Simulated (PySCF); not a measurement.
Orbital energies, ionisation energy and electron affinity

Compound: SnMeBr3, CH₃Br₃Sn.
Geometry (PBE0-D3(BJ)/def2-SVP, Å), atoms numbered from 1 in this order:
```xyz
8
CH3Br3Sn angstrom
Sn     0.0516   -0.0137   -0.8515
C     -0.0478   -0.0081    1.2758
H     -1.0980    0.0807    1.5829
H      0.5330    0.8486    1.6426
H      0.3833   -0.9481    1.6447
Br     2.3985   -0.0184   -1.6407
Br    -1.0394    1.9588   -1.8696
Br    -1.0430   -1.9855   -1.8679
```

Level: CAM-B3LYP/def2-SVPD (PySCF). Frontier orbitals with their largest atomic shares (Löwdin; up to four atoms above 4 %):

| orbital | ε (eV) | main atoms |
| --- | --- | --- |
| HOMO−3 | -9.93 | Br7 32 %, Br8 31 %, C2 12 %, Br6 12 % |
| HOMO−2 | -9.92 | Br6 63 %, Br7 18 %, Br8 14 % |
| HOMO−1 | -9.92 | Br8 42 %, Br7 38 %, Br6 17 % |
| HOMO | -9.77 | ? |
| LUMO | -1.63 | Sn1 24 %, Br8 20 %, Br7 20 %, Br6 20 % |
| LUMO+1 | 0.41 | Sn1 32 %, Br8 23 %, Br7 21 %, Br6 12 % |
| LUMO+2 | 0.43 | Sn1 32 %, Br6 23 %, Br7 16 %, Br8 15 % |

Question: What vertical ionisation energy does ΔSCF give, and how far is −ε(HOMO) from it?

Answer: ΔSCF: 10.60 eV (1022 kJ/mol; threshold wavelength 117 nm); ⟨S²⟩ of the doublet left behind is 0.758, against 0.75 for a pure doublet. −ε(HOMO) is 9.77 eV, 0.83 eV below it. For the exact functional −ε(HOMO) would equal the first vertical ionisation energy; CAM-B3LYP (range-separated hybrid) falls short of its own ΔSCF value by 8 %.

Question: On which atoms does the HOMO lie?

Answer: Br8 (bromine bonded to Sn) 34 %, Br7 (bromine bonded to Sn) 34 %, Br6 (bromine bonded to Sn) 32 %, so no atom holds as much as 40 %. The HOMO−1 lies 0.15 eV lower.

Question: And the vertical electron affinity, the fundamental gap, Mulliken's electronegativity and the hardness (with the factor ½)?

Answer: EA = 1.03 eV by ΔSCF (−ε(LUMO) = 1.63 eV). IE − EA = 9.57 eV against an orbital gap of 8.14 eV; (IE + EA)/2 = 5.81 eV; (IE − EA)/2 = 4.79 eV. Parr's electrophilicity index (IE + EA)²/[8(IE − EA)] is 1.77 eV.

Question: With α = 118.9 au, estimate the like-pair dispersion coefficient by London's formula C6 = (3/4)α²I.

Answer: I = 0.3894 Eh, so C6 ≈ 4130 au, a rough estimate.

Question: What total energies stand behind the ΔSCF value?

Answer: E(N) = -7976.19960 Eh and E(N − 1) = -7975.81017 Eh at the same geometry, 0.38943 Eh apart. With one more electron, E(N + 1) = -7976.23749 Eh.

Question: What kinetic energy would electrons from this vertical process carry with He I light (21.218 eV)?

Answer: 21.22 − 10.60 = 10.62 eV.

Geometry: PBE0-D3(BJ)/def2-SVP; no solvent, vibrations or thermal averaging. Atoms past krypton carry effective core potentials; spin–orbit coupling is left out. The calculation is non-relativistic apart from the core potentials, for bromine too.
